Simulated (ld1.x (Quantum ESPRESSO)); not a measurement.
## scandium: PAW pseudisation with LDA (PZ), scalar-relativistic reference atom.

```json
{
  "Element": "Sc (Z = 21)",
  "Generator": "ld1.x (Quantum ESPRESSO) 7.5",
  "Type": "PAW",
  "Functional": "LDA (PZ)",
  "Relativity": "scalar-relativistic",
  "Frozen core": "[Ne] 3s2",
  "Valence charge": "9",
  "Reference configuration": "3p6 3d1 4s1 4p0 (charge +1)",
  "Partial waves": "4s (bound): rcut 2.75, rcutus 3.25 bohr; 4s channel at -0.3 Ry: rcut 2.75, rcutus 3.25 bohr; 3p (bound): rcut 2.20, rcutus 2.35 bohr; 4p (bound, empty): rcut 2.20, rcutus 2.35 bohr; 3d (bound): rcut 2.00, rcutus 2.15 bohr; 3d channel at 3.75 Ry: rcut 2.00, rcutus 2.15 bohr",
  "Local potential": "all-electron potential smoothed inside 2.90 bohr (lloc = -2)",
  "Core correction": "a·sin(br)/r model core, default radius (ld1.x builds one for every PAW set, though the input has nlcc=.false.)",
  "Augmentation charge": "BESSEL, radius 2.20 bohr"
}
```

* Cutoffs needed: 18 Ry and 25 Ry (the cutoffs (Ry, on a coarse ladder) from which the occupation-weighted sum of valence levels, in a spherical-Bessel basis at the reference potential, stays within 10 and 1 mRy of its value at 400 Ry)
* Ghost test: no extra level below or beside the all-electron valence levels (s, p, d, f tested) (spherical-Bessel basis up to 400 Ry, 20 bohr box)
* Configuration tests: test run stopped at test 5 of 9 (negative rho), 3 before it not solved; not counted: 3p6 3d1 4s2 4p0 (solver errors, printed error -596 eV); 3p6 3d1 4s0 4p0 (solver errors, printed error -478 eV); 3p6 3d0 4s0 4p0 (solver errors, printed error -377 eV)
* Lowest eigenvalue of the overlap operator: 0.09 (p channel)
